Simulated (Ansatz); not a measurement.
Compare A (`C=CC[SiH2]Cl`) with its isomer B (`C=C([SiH3])CCl`).

Computed with Ansatz on PBE0-D4/def2-TZVP structures; ΔE is electronic, products minus reactants. CCSD(T)/CBS is the MP2 limit (def2-TZVPP, def2-QZVPP) plus CCSD(T) − MP2 in def2-TZVPP, frozen cores. Functionals use def2-TZVPP. B3LYP here is the variant with VWN-RPA as its local correlation; programs differ in this. One conformer a species, not always the lowest.

A:

Z-matrix (Å, degrees):
```
C
C 1 1.491
Si 1 1.874 2 108.5
H 1 1.094 2 111.6 3 -119.2
H 1 1.094 2 111.7 3 119.8
C 2 1.328 1 125.2 3 97.4
H 2 1.088 1 116.0 3 -79.8
Cl 3 2.062 1 110.3 2 172.9
H 3 1.482 1 110.2 2 -68.2
H 3 1.483 1 110.7 2 53.9
H 6 1.083 2 121.3 1 -177.8
H 6 1.086 2 121.6 1 2.7
```

B:

Z-matrix (Å, degrees):
```
Si
C 1 1.876
H 1 1.488 2 109.5
H 1 1.486 2 107.8 3 119.3
H 1 1.484 2 112.0 3 -120.6
C 2 1.493 1 119.6 3 45.3
C 2 1.332 1 120.6 3 -133.4
Cl 6 1.794 2 111.5 1 56.9
H 6 1.090 2 111.9 1 176.6
H 6 1.091 2 111.5 1 -60.8
H 7 1.085 2 121.9 1 1.3
H 7 1.088 2 121.7 1 -179.0
```

**Question.** Which isomer does CCSD(T)/CBS put lower? Give the gap. (Best estimate.)

**Answer.** Ansatz gave: A, by 38.7 kcal/mol.

**Question.** Give E(B) − E(A) in kcal/mol with ωB97M-V, B3LYP-D4, PBE-D4, CCSD(T)/def2-TZVPP, r2SCAN-D4, CCSD/def2-TZVPP, MP2/def2-TZVPP. (An estimate is asked.)

**Answer.** Ansatz gave: ωB97M-V 39.1, B3LYP-D4 37.9, PBE-D4 37.4, CCSD(T)/def2-TZVPP 38.0, r2SCAN-D4 39.6, CCSD/def2-TZVPP 38.7, MP2/def2-TZVPP 39.3. None reverses the order clearly.

Largest T1 diagnostic: 0.011.

From PBE to PBE0 (25 % exact exchange), in def2-TZVPP and without D4, E(B) − E(A) moves by +1.3 kcal/mol. In def2-TZVPP, CCSD(T) changes the Hartree–Fock value by −2.4 kcal/mol (the triples alone add −0.7 kcal/mol) and MP2 by −1.1 kcal/mol.
